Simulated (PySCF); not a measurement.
Compound: GaH2Cl.
Bonds: Ga1–Cl4. Hydrogens: H2, H3 on Ga1.

Computed by this run: PySCF, PBE0-D3(BJ)/def2-SVP geometry optimisation, gas phase; density fitting, grid level 1; the optimiser is geomeTRIC in internal coordinates, started from a GFN2-xTB structure.

Step 0: E = -64912.5162 eV
```
atom  x, y, z in Å  |  force x, y, z in eV/Å
Ga1     0.0577    0.0968   -0.0007    0.988   1.664  -0.010
H2      1.6219    0.1055    0.0115    0.029  -0.282   0.002
H3     -0.6774    1.4773   -0.0203   -0.264  -0.106  -0.002
Cl4    -1.0022   -1.6796    0.0094   -0.753  -1.276   0.010
```

Step 1: E = -64912.6122 eV
```
atom  x, y, z in Å  |  force x, y, z in eV/Å
Ga1     0.1000    0.1683   -0.0010    0.313   0.532  -0.004
H2      1.6589    0.0178    0.0127   -0.094   0.033  -0.002
H3     -0.7718    1.4695   -0.0209    0.069  -0.069   0.000
Cl4    -0.9871   -1.6557    0.0093   -0.288  -0.495   0.006
```

Question: Estimate the geometry and energy of step 2. (The exact step hangs on the optimiser's Hessian estimate; all steps are aligned on step 1, rigid shifts and turns removed.)

Answer: E = -64912.6214 eV, largest force 0.077 eV/Å
```
atom  x, y, z in Å  |  force x, y, z in eV/Å
Ga1     0.1043    0.1760   -0.0013    0.034   0.061   0.000
H2      1.6553    0.0264    0.0127    0.014  -0.001  -0.001
H3     -0.7623    1.4712   -0.0208   -0.013   0.009  -0.002
Cl4    -0.9973   -1.6736    0.0094   -0.035  -0.069   0.004
```

The energy changes by -0.0092 eV. The first-order estimate −F·Δx gives -0.0184 eV and the mean of the old and new forces, exact on a quadratic surface, -0.0102 eV. The step makes an angle of 34° with the force vector and moves no atom by more than 0.021 Å.

The cost below is that of the whole optimisation. On x86-64 server, one thread, on a shared host, this took 5.1 s wall.
